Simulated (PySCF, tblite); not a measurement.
Isomers of C4H10Ge. All values are computed: GFN2-xTB (tblite) harmonic vibrations without scaling, gas phase. Against measured fundamentals such values can be off by several per cent, at times by over 20. Modes of hydrogen on germanium can be 10 to 20 % off. One conformer each.

Electronic energies: PBE0-D3(BJ)/def2-SVP at its own geometries (PySCF, gas phase).

| SMILES | electronic energy, lowest = 0 (kcal/mol) |
| --- | --- |
| C[C]1([GeH3])CC1 | 11.7 |
| CC/C=[CH]\[GeH3] | 11.1 |
| [CH3][GeH]1[CH2]C[CH2]1 | 0.0 |
| C=C(C)[CH2][GeH3] | 7.6 |
| C[C@@H]1C[C@H]1[GeH3] | 10.7 |
| CC1[CH2][GeH2][CH2]1 | 4.3 |
| C=CC[CH2][GeH3] | 13.1 |

How do GFN2-xTB zero-point energies change the relative energies?

```
                 SMILES  ZPE (kcal/mol)  of it from modes above 1550 cm⁻¹  electronic (kcal/mol)  with ZPE, lowest = 0 (kcal/mol)  lowest mode (cm⁻¹)  rings
[CH3][GeH]1[CH2]C[CH2]1            77.4                              41.2                    0.0                              0.0                  95      1
   CC1[CH2][GeH2][CH2]1            76.9                              39.7                    4.3                              3.7                  99      1
      C=C(C)[CH2][GeH3]            74.0                              41.4                    7.6                              4.2                  44      0
  C[C@@H]1C[C@H]1[GeH3]            75.2                              39.1                   10.7                              8.6                  69      1
       CC/C=[CH]\[GeH3]            74.7                              41.2                   11.1                              8.3                  34      0
       C[C]1([GeH3])CC1            75.1                              39.1                   11.7                              9.4                  89      1
        C=CC[CH2][GeH3]            74.4                              41.3                   13.1                             10.0                  54      0
```

The zero-point energies span 3.4 kcal/mol, from `C=C(C)[CH2][GeH3]` to `[CH3][GeH]1[CH2]C[CH2]1`. The lowest isomer stays, but the order above it changes.

And how do the electronic energies of GFN2-xTB itself compare?

`[CH3][GeH]1[CH2]C[CH2]1` 7.4; `CC1[CH2][GeH2][CH2]1` 2.0; `C=C(C)[CH2][GeH3]` 2.2; `C[C@@H]1C[C@H]1[GeH3]` 0.0; `CC/C=[CH]\[GeH3]` 5.3; `C[C]1([GeH3])CC1` 1.1; `C=CC[CH2][GeH3]` 8.2 kcal/mol, lowest = 0. Against the energies above, taken from the same isomer `[CH3][GeH]1[CH2]C[CH2]1`, the largest difference is 18.1 kcal/mol. The two levels were optimised apart and needn't hold the same conformer.

What do entropy and thermal enthalpy add at 298.15 K and 1 bar (rigid rotor, harmonic oscillator, one conformer each)?

| SMILES | point group | symmetry number | S (cal/(mol K)) | H − H(0) (kcal/mol) | ZPE + H − H(0) − TS (kcal/mol) |
| --- | --- | --- | --- | --- | --- |
| [CH3][GeH]1[CH2]C[CH2]1 | Cs | 1 | 84.2 | 5.23 | 57.5 |
| CC1[CH2][GeH2][CH2]1 | Cs | 1 | 80.3 | 4.78 | 57.7 |
| C=C(C)[CH2][GeH3] | C1 | 1 | 88.6 | 5.60 | 53.2 |
| C[C@@H]1C[C@H]1[GeH3] | C1 | 1 | 85.4 | 5.27 | 55.1 |
| CC/C=[CH]\[GeH3] | C1 | 1 | 88.7 | 5.54 | 53.8 |
| C[C]1([GeH3])CC1 | Cs | 1 | 84.5 | 5.27 | 55.1 |
| C=CC[CH2][GeH3] | C1 | 1 | 87.7 | 5.46 | 53.7 |
